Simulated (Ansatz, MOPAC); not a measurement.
Molecule: C$_{5}$H$_{7}$ (charge 0, doublet). SMILES: C(=C)/C=C\[CH2]

Atoms: C1, C2, C3, C4, C5, H6, H7, H8, H9, H10, H11, H12. Bonds: C1-C2, C1-H6, C1-H7, C2-C3, C2-H8, C3-C4, C3-H9, C4-C5, C4-H10, C5-H11, C5-H12.

Bond lengths (Å) and angles (degrees) optimised at PM6 with MOPAC; PM7 with MOPAC; B3LYP/6-31G* with Ansatz (a first-principles code), each started from the B3LYP-D3(BJ)/def2-TZVP structure (Ansatz) of the last column. A row stands for all coordinates that are equal there; 13 of 23 kinds are shown. 6-31G* holds six Cartesian d functions.

```
coordinate             PM6             PM7  B3LYP/6-31G*  B3LYP-D3(BJ)/def2-TZVP
----------  --------------  --------------  ------------  ----------------------
C1-C2                1.364           1.361         1.362                   1.354
C1-H6                1.078           1.076         1.085                   1.081
C1-H7                1.078           1.076         1.087                   1.083
C2-C3                1.421           1.414         1.420                   1.414
C2-H8       1.090 to 1.095  1.090 to 1.093         1.089                   1.085
C3-C4                1.422           1.416         1.419                   1.412
C4-C5                1.363           1.360         1.368                   1.361
C4-H10               1.096           1.096         1.090                   1.086
C1-C2-C3             122.9           122.4         124.2                   124.2
C2-C3-C4             124.6           124.6         126.5                   126.2
C3-C4-C5             125.5           125.3         127.6                   127.4
C2-C1-H6             122.5           122.9         121.7                   121.6
C2-C1-H7             123.4           123.4         121.4                   121.2
```

A range marks coordinates that this level makes unequal.

Mean signed difference of all 11 bond lengths from B3LYP-D3(BJ)/def2-TZVP: PM6 0.003 Å, PM7 0.001 Å, B3LYP/6-31G* 0.005 Å.
